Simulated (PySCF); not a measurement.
O²⁺ (oxygen, charge +2) across methods

[He] 2s1 2p2 3d1, one real determinant (an excited configuration). Calculation: PySCF 2.14, in aug-cc-pVTZ-DK; the spin-free X2C one-electron Hamiltonian (Gaussian nucleus).

```json
{"method": "UHF", "E (hartree)": "-71.38976", "mean ε 2s α (eV)": "-84.140", "mean ε 2p α (eV)": "-67.606", "mean ε 3d α (eV)": "-13.420", "Σ⟨r²⟩ (bohr²)": "10.44", "⟨S²⟩": "6.000"}
{"method": "r2SCAN0", "E (hartree)": "-71.5071", "mean ε 2s α (eV)": "-74.849", "mean ε 2p α (eV)": "-59.670", "mean ε 3d α (eV)": "-11.682", "Σ⟨r²⟩ (bohr²)": "10.39", "⟨S²⟩": "6.000"}
{"method": "r2SCAN", "E (hartree)": "-71.5130", "mean ε 2s α (eV)": "-71.711", "mean ε 2p α (eV)": "-56.936", "mean ε 3d α (eV)": "-11.031", "Σ⟨r²⟩ (bohr²)": "10.40", "⟨S²⟩": "6.000"}
{"method": "B97-3", "E (hartree)": "-71.5041", "mean ε 2s α (eV)": "-73.923", "mean ε 2p α (eV)": "-58.903", "mean ε 3d α (eV)": "-11.950", "Σ⟨r²⟩ (bohr²)": "10.38", "⟨S²⟩": "6.000"}
{"method": "M06", "E (hartree)": "-71.4969", "mean ε 2s α (eV)": "-73.042", "mean ε 2p α (eV)": "-58.223", "mean ε 3d α (eV)": "-11.753", "Σ⟨r²⟩ (bohr²)": "10.37", "⟨S²⟩": "6.000"}
{"method": "PBE0", "E (hartree)": "-71.4641", "mean ε 2s α (eV)": "-73.735", "mean ε 2p α (eV)": "-58.826", "mean ε 3d α (eV)": "-11.807", "Σ⟨r²⟩ (bohr²)": "10.36", "⟨S²⟩": "6.000"}
{"method": "B3LYP", "E (hartree)": "-71.5097", "mean ε 2s α (eV)": "-72.796", "mean ε 2p α (eV)": "-58.110", "mean ε 3d α (eV)": "-11.643", "Σ⟨r²⟩ (bohr²)": "10.36", "⟨S²⟩": "6.000"}
{"method": "LDA", "E (hartree)": "-70.9569", "mean ε 2s α (eV)": "-69.733", "mean ε 2p α (eV)": "-55.551", "mean ε 3d α (eV)": "-10.933", "Σ⟨r²⟩ (bohr²)": "10.31", "⟨S²⟩": "6.000"}
{"method": "PBE", "E (hartree)": "-71.4568", "mean ε 2s α (eV)": "-70.117", "mean ε 2p α (eV)": "-55.742", "mean ε 3d α (eV)": "-11.158", "Σ⟨r²⟩ (bohr²)": "10.34", "⟨S²⟩": "6.000"}
```

⟨L²⟩ = 7.99 against 12 for a pure F term, so this real determinant mixes terms. The outer electron is Rydberg-like, and this basis confines it to a smaller radius and binds it less than a complete one would.
